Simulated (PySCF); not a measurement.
**Successive ionisation energies of caesium**

Calculated with PySCF 2.14, two-component X2C-1e (Gaussian nucleus, no Breit or QED terms), each ion in its own even-tempered basis; GMP2 freezes the deep shells of the larger ions and drops the highest virtual spinors; eV.

```json
{"ion": "Cs³⁰⁺", "configuration": "[Ar] 3d7", "GHF (spin-free)": "1848.8", "GHF (screened spin-orbit)": "1848.8", "GMP2 (screened spin-orbit)": "1849.4", "NIST": "1848 ± 4", "kind": "theoretical"}
{"ion": "Cs³¹⁺", "configuration": "[Ar] 3d6", "GHF (spin-free)": "1930.9", "GHF (screened spin-orbit)": "1935.6", "GMP2 (screened spin-orbit)": "1936.4", "NIST": "1936 ± 4", "kind": "theoretical"}
{"ion": "Cs³²⁺", "configuration": "[Ar] 3d5", "GHF (spin-free)": "2047.4", "GHF (screened spin-orbit)": "2032.1", "GMP2 (screened spin-orbit)": "2031.0", "NIST": "2029 ± 4", "kind": "theoretical"}
{"ion": "Cs³³⁺", "configuration": "[Ar] 3d4", "GHF (spin-free)": "2133.2", "GHF (screened spin-orbit)": "2136.7", "GMP2 (screened spin-orbit)": "2137.9", "NIST": "2137 ± 5", "kind": "theoretical"}
{"ion": "Cs³⁴⁺", "configuration": "[Ar] 3d3", "GHF (spin-free)": "2226.4", "GHF (screened spin-orbit)": "2229.0", "GMP2 (screened spin-orbit)": "2229.6", "NIST": "2230 ± 5", "kind": "theoretical"}
{"ion": "Cs³⁵⁺", "configuration": "[Ar] 3d2", "GHF (spin-free)": "2321.2", "GHF (screened spin-orbit)": "2329.2", "GMP2 (screened spin-orbit)": "2329.0", "NIST": "2329 ± 5", "kind": "theoretical"}
{"ion": "Cs³⁶⁺", "configuration": "[Ar] 3d1", "GHF (spin-free)": "2411.5", "GHF (screened spin-orbit)": "2422.5", "GMP2 (screened spin-orbit)": "2422.2", "NIST": "2422 ± 5", "kind": "theoretical"}
{"ion": "Cs³⁷⁺", "configuration": "[Ar]", "GHF (spin-free)": "2711.8", "GHF (screened spin-orbit)": "2684.9", "GMP2 (screened spin-orbit)": "2685.8", "NIST": "2683 ± 4", "kind": "theoretical"}
{"ion": "Cs³⁸⁺", "configuration": "[Ne] 3s2 3p5", "GHF (spin-free)": "2792.5", "GHF (screened spin-orbit)": "2768.2", "GMP2 (screened spin-orbit)": "2769.2", "NIST": "2767 ± 4", "kind": "theoretical"}
{"ion": "Cs³⁹⁺", "configuration": "[Ne] 3s2 3p4", "GHF (spin-free)": "2874.2", "GHF (screened spin-orbit)": "2860.4", "GMP2 (screened spin-orbit)": "2860.6", "NIST": "2859 ± 4", "kind": "theoretical"}
{"ion": "Cs⁴⁰⁺", "configuration": "[Ne] 3s2 3p3", "GHF (spin-free)": "2984.6", "GHF (screened spin-orbit)": "2946.4", "GMP2 (screened spin-orbit)": "2946.8", "NIST": "2945 ± 4", "kind": "theoretical"}
{"ion": "Cs⁴¹⁺", "configuration": "[Ne] 3s2 3p2", "GHF (spin-free)": "3067.9", "GHF (screened spin-orbit)": "3120.1", "GMP2 (screened spin-orbit)": "3122.0", "NIST": "3118 ± 4", "kind": "theoretical"}
```
